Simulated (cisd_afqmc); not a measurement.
Input (AFQMC/CISD/cc-pV(D+d)Z; cisd_afqmc is a phaseless AFQMC code with CISD trial states that reads the integrals written by Ansatz): A basis named .json is the Basis Set Exchange file of that set.

Ansatz 0.2 input:
```python
import cisd_afqmc

open("ham.yaml", "w").write("""\
crystal:
  periodic: [false, false, false]
  atoms:
    - {symbol: Al, position_ang: [-0.00000000, -0.00000000, -0.11472573]}
    - {symbol: H, position_ang: [0.00000000, 0.00000000, 1.49143454]}
basis:
  gaussian:
    orbitals: cc-pV_D+d_Z.json
magnetization: {spin_polarized: true, initial_magnetization: 2}
correlation: {method: ccsd, electrons: outside_noble_gas, hamiltonian_folder: ham}
""")
rep = cisd_afqmc.ansatz("ham.yaml")
e_ccsd = rep["correlation"]["coupled_cluster"]["energy"]["hartree"]
out = cisd_afqmc.run("ham", e_ccsd, trial="CISD", walkers=200, populations=8, threads=8, dt=0.005, steps=40, early=24, settle=10, least=32,
    cut=5e-5, rank_cut=2e-4, target=0.0004, seconds=1500, seed=1, memory=17280, gpu=False)
```

Output:

```
orbitals 23, occupied [3, 1], factors 103 of 291, rank of the doubles 44 of 82
E(HF) = -242.412281
E(CCSD) on the cut factors = -242.461480, shift to the whole factors -0.000007
Energy of the trial state on the determinant = -242.461332
  tau behind 7.2 of longer steps, mean of the populations' last blocks
   2.0  -242.46278
   4.0  -242.46290
   6.0  -242.46291
   8.0  -242.46288
blocks 315 (4 outliers left out), error by blocks joined: 1: 0.00002, 2: 0.00003, 4: 0.00003, 8: 0.00005, 16: 0.00005
E(AFQMC/CISD) = -242.46289 +/- 0.00005
```

This triplet is an excited state, 1.9 eV above the singlet at CCSD(T)/cc-pV(5+d)Z (Ansatz).
